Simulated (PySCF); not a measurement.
Identify the unknown among the candidates.

All candidates are C8H18O.

| technique | computed result |
| --- | --- |
| NMR, other nuclei | isotropic shieldings of nuclei other than C and H, by class: 282 (1 O) ppm [GIAO PBE0/pcSseg-1] |
| Rotational structure | rotational constants A, B, C: 2.865, 0.561, 0.507 GHz [GFN2-xTB] |
| 1H NMR | chemical shifts (computed TMS as zero) by class: 3.54 (4 H), 1.50 (4 H), 1.46 (4 H), 1.02 (6 H) ppm [GIAO PBE0/pcSseg-1] |
| 13C NMR | chemical shifts (computed TMS as zero) by class: 76.1 (2 C), 37.7 (2 C), 25.4 (2 C), 17.1 (2 C) ppm [GIAO PBE0/pcSseg-1] |
| Dipole | 1.06 D [PBE0/pcSseg-1] |

Gas-phase values; electronic properties from PySCF, density fitting. Levels stand in brackets. Geometry: GFN2-xTB, one conformer, isolated molecule. NMR values are class means; diastereotopic atoms form classes of their own.

**Question.** Which candidate is it?
A. `CC(C)CC(C)(C)CO`
B. `CCC(CC)OC(C)C`
C. `CCCCOCCCC`
D. `CC(C)(C)OC(C)(C)C`
E. `CCCCCCCCO`

**Answer.** C. It is `CCCCOCCCC`. Numbering: `[CH3:1][CH2:2][CH2:3][CH2:4][O:5][CH2:6][CH2:7][CH2:8][CH3:9]`. Its formula, C8H18O, gives 0 degrees of unsaturation, so no ring and no π bond. 8 carbons fall into 4 classes; from least to most shielded: sp3 carbon bound to oxygen [C4/C6] (76.1 ppm, 2 C), chain CH2 carbon [C3/C7] (37.7 ppm, 2 C), chain CH2 carbon [C2/C8] (25.4 ppm, 2 C), methyl carbon [C1/C9] (17.1 ppm, 2 C). Hydrogen classes from least to most shielded: 4 H on 2 like atoms (sp3 carbon bound to oxygen), C4/C6 (3.54 ppm), 4 H on 2 chain CH2 carbons, C2/C8 (1.50 ppm, a mean of values up to 0.9 ppm apart in this geometry), 4 H on 2 chain CH2 carbons, C3/C7 (1.46 ppm), 6 H on 2 methyl carbons, C1/C9 (1.02 ppm). The other shieldings belong to: 282 ppm, ether oxygen [O5]. The optimised geometry has point group C2 and is an asymmetric top.

The others, at the same levels:
- `CC(C)CC(C)(C)CO` fails: it has 6 carbon classes against 4; its computed 13C shifts are 75.1 (1 C), 54.3 (1 C), 38.7 (1 C), 28.2 (2 C), 26.1 (1 C), 25.5 (2 C) ppm, 1H shifts are 3.61 (2 H), 1.43 (1 H), 1.09 (2 H), 0.96 (6 H), 0.92 (6 H), 0.11 (1 H) ppm and rotational constant A is 2.373 GHz (against 2.865 GHz).
- `CCC(CC)OC(C)C` fails: it has 5 carbon classes against 4; its computed 13C shifts are 80.2 (1 C), 71.6 (1 C), 29.9 (2 C), 24.5 (2 C), 11.0 (2 C) ppm, 1H shifts are 3.51 (1 H), 3.22 (1 H), 1.48 (2 H), 1.34 (2 H), 1.15 (6 H), 1.05 (6 H) ppm and rotational constant A is 1.745 GHz (against 2.865 GHz).
- `CC(C)(C)OC(C)(C)C` fails: it has 2 carbon classes against 4; its computed 13C shifts are 75.4 (2 C), 33.8 (6 C) ppm, 1H shifts are 1.28 (18 H) ppm and rotational constant A is 2.323 GHz (against 2.865 GHz).
- `CCCCCCCCO` fails: it has 8 carbon classes against 4; its computed 13C shifts are 68.0 (1 C), 41.1 (1 C), 38.9 (1 C), 37.0 (1 C), 37.0 (1 C), 32.4 (1 C), 28.8 (1 C), 17.5 (1 C) ppm, 1H shifts are 3.93 (2 H), 1.55 (2 H), 1.34 (2 H), 1.32 (2 H), 1.32 (2 H), 1.23 (2 H), 1.22 (2 H), 1.05 (3 H), -0.52 (1 H) ppm and rotational constant A is 6.630 GHz (against 2.865 GHz).

Each candidate is one conformer, not necessarily the lowest. The conformers computed, where there is a choice (atom-mapped SMILES and torsion angles):
- `[CH3:1][CH:2]([CH3:3])[CH2:4][C:5]([CH3:6])([CH3:7])[CH2:8][OH:9]`: C1–C2–C4–C5 133°, C2–C4–C5–C6 179°, C4–C5–C8–O9 176°, H–O9–C8–C5 61°
- `[CH3:1][CH2:2][CH:3]([CH2:4][CH3:5])[O:6][CH:7]([CH3:8])[CH3:9]`: C1–C2–C3–C4 60°, C2–C3–C4–C5 168°, C2–C3–O6–C7 -85°, C3–O6–C7–C8 -85°
- `[CH3:1][C:2]([CH3:3])([CH3:4])[O:5][C:6]([CH3:7])([CH3:8])[CH3:9]`: C1–C2–O5–C6 -47°, C2–O5–C6–C7 -47°

The conformers of `CCCCOCCCC` and `CCCCCCCCO` aren't listed.
